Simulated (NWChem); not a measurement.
**Basis-set convergence for H2OPbS**

```xyz
5

Pb     0.3134    -0.2945     0.0000
O      1.2844     1.6049     0.0000
H      0.6374     2.3386     0.0000
S     -2.1233     0.6019     0.0000
H     -2.6342    -0.6627     0.0000
```
Charge 0, spin multiplicity 1.

Program: NWChem. Structure: optimised with PBE/def2-SVP with def2 effective core potentials on Pb, a minimum by its harmonic frequencies. It is one conformer; others weren't searched.

Quantity: first vertical ionisation energy at the level G0W0@PBE0.

Effective core potentials replace the inner electrons of Pb; spin-orbit coupling is left out. GW and range-separated runs recompute their integrals, the others keep them in memory, which bears on the times. The structure started from a generated list of species.

Relative cost: rough, from shared machines, SCF included, def2-SVP = 1.

| basis | functions | first vertical ionisation energy (eV) | relative cost |
|---|---|---|---|
| def2-SVP | 68 | 8.18 | 1 |
| def2-SVPD | 98 | 8.47 | under 3 |
| def2-TZVP | 130 | 8.78 | 3 |
| def2-TZVPP | 151 | 8.82 | 6 |
| def2-TZVPD | 160 | 8.80 | 6 |

Smallest basis within 0.05 eV of def2-TZVPD, the largest set run: def2-TZVP, with 130 functions against 160 (also within reach: def2-TZVPP). def2-TZVPD isn't the basis-set limit itself, and a small set can land close by cancellation.
